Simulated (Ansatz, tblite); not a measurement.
Cost and result up the ladder for `CC(=O)SCCCCc1c(F)c(F)c(F)c(F)c1F` (30 atoms). Charge 0, multiplicity 1. Geometry: PBE-D4/def2-SVP.

Ansatz on 2 threads of AMD EPYC 7R13 on a shared host and a share (18 GiB) of an NVIDIA H100 80GB HBM3; xTB runs through tblite on one thread. Times are rough, summed over both states, and most runs start from the orbitals of an earlier one. PBE0-D4/def2-TZVP serves as the yardstick here, not as an exact answer. The other state is a doublet.

The xTB rows come from tblite. Single mean-field runs in def2-TZVP are fitted with def2-universal-jkfit. HOMO above LUMO, or a gap near zero within one spin, warns that the state may not be the lowest or that an electron is smeared out.

Run but left out: LDA (SPW92)/def2-TZVP (charge +1 doublet: an occupied level 0.02 eV above an empty one).

Raw xTB energies of ions are shifted by several eV.

```
                          level  functions  wall time  vertical IE (eV)  difference from PBE0-D4/def2-TZVP (eV)                                     remarks
                       GFN2-xTB         92      0.1 s             13.49                                    4.67                                           –
                       GFN1-xTB        103     0.13 s             14.41                                    5.59                                           –
               PBE-D4/def2-TZVP        661       23 s              8.22                                   -0.60  gap within one spin near zero (+1 doublet)
PBE0-D4/def2-TZVP (with forces)        661       25 s              8.82                                    0.00                                           –
```
